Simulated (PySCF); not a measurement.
# Reading the logs of faulty runs: BH6OSi2 cation

All numbers below are calculated, not measured. The program is PySCF 2.14.0, an open-source quantum chemistry code, run on an isolated molecule that a program drew, which may never have been made. The molecule is BH6OSi2 cation (charge +1, singlet), drawn as the SMILES string `[SiH2+]BO[SiH3]`.

Each row is a Hartree-Fock (HF) and frozen-core CCSD(T) single point in the cc-pV(D+d)Z basis, meant for a local HF minimum. Run 1 is clean. Each other run has one planted mistake out of seven kinds, and not every kind appears here: one electron removed, one electron added, multiplicity raised by two, geometry at a saddle point, minimal basis STO-3G, one bond length entered in bohr, all coordinates scaled. The reference is restricted for singlets and unrestricted otherwise, and also for a bond in bohr. Adding or removing an electron swaps singlet and doublet. Electrons count all cores. HOMO and LUMO are orbital energies over both spins, the gradient is its largest component, and the lowest frequency (negative if imaginary) is given only where the gradient is small. Bond lengths are over the 9 bonds as drawn. T1 is the CCSD diagnostic: over 0.02 (restricted) or 0.045 (unrestricted) a single reference is doubtful.

Geometry of the clean run:
```xyz
10
BH6OSi2 cation, angstrom
Si   -0.9466   -2.0575   -0.9830
B    -0.7799   -0.0774   -0.3175
O    -0.2945   -0.0277    0.8983
Si    0.0964    1.2223    2.0307
H     0.1328   -2.7890   -1.6619
H    -2.1273   -2.9031   -0.7554
H    -1.1103    0.8219   -1.0271
H    -0.2324    2.4952    1.3745
H     1.5297    1.0627    2.2929
H    -0.7380    0.9466    3.2039
```

| run | electrons | basis functions | <S^2> | HOMO (eV) | LUMO (eV) | gradient (hartree/bohr) | lowest frequency (cm^-1) | mean bond (Å) | longest bond (Å) | T1 | HF (hartree) | CCSD(T) (hartree) | mistake |
|---|---|---|---|---|---|---|---|---|---|---|---|---|---|
| 1 | 46 | 104 | 0.000 | -16.22 | -5.41 | 8.8e-06 | 70 | 1.5189 | 2.096 | 0.0159 | -680.69566 | -681.20288 | no fault |
| 2 | 46 | 104 | 0.738 | -14.11 | -5.50 | 1.9e-02 | - | 1.6368 | 2.253 | 0.0516 | -680.57654 | -681.08427 | one bond length entered in bohr |
| 3 | 46 | 104 | 2.020 | -13.45 | -7.63 | 7.9e-02 | - | 1.5189 | 2.096 | 0.0241 | -680.59445 | -681.10342 | multiplicity raised by two |
| 4 | 46 | 104 | 0.000 | -16.32 | -5.42 | 2.8e-02 | - | 1.4794 | 2.041 | 0.0151 | -680.68900 | -681.19260 | ? |

**Which mistake was planted in run 4, and what did it cost?**

The mean and the longest bond both change by the same factor, 0.974, and the gradient is no longer small. So the mistake is: all coordinates scaled. Subtracting run 1 and multiplying by 627.51 kcal/mol a hartree, the energy moved by 4.2 kcal/mol in HF and 6.5 kcal/mol in CCSD(T).

Cautions from the logs. Run 2: T1 is over the limit, so its CCSD(T) energy is less reliable.
